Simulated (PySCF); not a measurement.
Which level of theory gave which numbers?

CH6Al2Cl2.
SMILES: `[CH3][AlH-]1[Cl+][AlH2-][Cl+]1`

The closed-shell ground state was solved 7 times with PySCF (density fitting, gas phase), always in the def2-SVPD basis (170 functions), with these functionals: B3LYP, BHandHLYP, HF, LC-wPBE, PBE, PBE0 and wB97X-D. Isolated species at its PBE0-D3(BJ)/def2-SVP geometry, gas phase.

```
row  total energy (Eh)  HOMO (eV)  LUMO (eV)  dipole (D)
  P         -1443.9142     -11.31       1.66        0.86
  Q         -1445.9545      -6.94      -1.57        0.96
  R         -1446.0981      -8.21      -0.80        0.93
  S         -1446.6604      -9.41      -0.03        0.87
  T         -1446.6561     -10.09       0.89        0.92
  U         -1446.7561      -8.00      -0.98        0.90
  V         -1446.2432     -10.95       1.17        0.91
```

Question: Which functional belongs to which row?

Answer: P = HF, Q = PBE, R = PBE0, S = BHandHLYP, T = wB97X-D, U = B3LYP, V = LC-wPBE. By rising HOMO–LUMO gap: PBE (GGA) 5.37 eV; B3LYP (global hybrid, 20 % exact exchange) 7.02 eV; PBE0 (global hybrid, 25 % exact exchange) 7.41 eV; BHandHLYP (global hybrid, 50 % exact exchange) 9.38 eV; wB97X-D (range-separated hybrid) 10.98 eV; LC-wPBE (range-separated hybrid) 12.12 eV; HF (all exact exchange) 12.97 eV. Total energies of different functionals aren't bounds to one another; each is stationary for its own functional.

The pairwise dispersion term of wB97X-D wasn't added to the energies; at a given geometry it leaves orbitals and properties as they are.
